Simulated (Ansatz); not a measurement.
Reactions of BF2HSe (`FB(F)[SeH]`).

Computed with Ansatz on PBE0-D4/def2-TZVP structures; ΔE is electronic, products minus reactants. CCSD(T)/CBS adds triple-zeta CCSD(T) − MP2 to the extrapolated MP2 energy (def2 sets, frozen cores). This one scheme is used for every species. For Br, Se outer-core shells are correlated without core-valence functions, which leaves a few kJ/mol of doubt a bond. Scalar relativity is left out up to krypton. Each species was taken in one conformer, which may not be the lowest.

Task: Order these by ΔE at CCSD(T)/CBS, lowest first. (An estimate is asked.)
A. `FB(F)[SeH]` + HBr → `FB(F)Br` + H₂Se
B. `FB(F)[SeH]` + `OC=S` → `OC(=S)[SeH]` + `FBF`
C. `FB(F)[SeH]` + `O[SiH2][SiH3]` → `O[SiH2][SiH2][SeH]` + `FBF`
D. `FB(F)[SeH]` + `C[SiH3]` → `C[SiH2]B(F)F` + H₂Se
E. `FB(F)[SeH]` + `C[SiH2][SiH2]Cl` → `FB(Cl)[SeH]` + `C[SiH2][SiH2]F`
F. `FB(F)[SeH]` + `OPO` → `OP(O)[SeH]` + `FBF`
G. `FB(F)[SeH]` + `CO[SiH2]OC(C)=O` → `CC(=O)OB(F)F` + `CO[SiH2][SeH]`

Result: C (-0.21 eV), A (-0.11 eV), G (+0.01 eV), F (+0.22 eV), E (+0.32 eV), B (+0.58 eV), D (+0.78 eV).

Largest T1 diagnostic: 0.018, for `OC=S`.
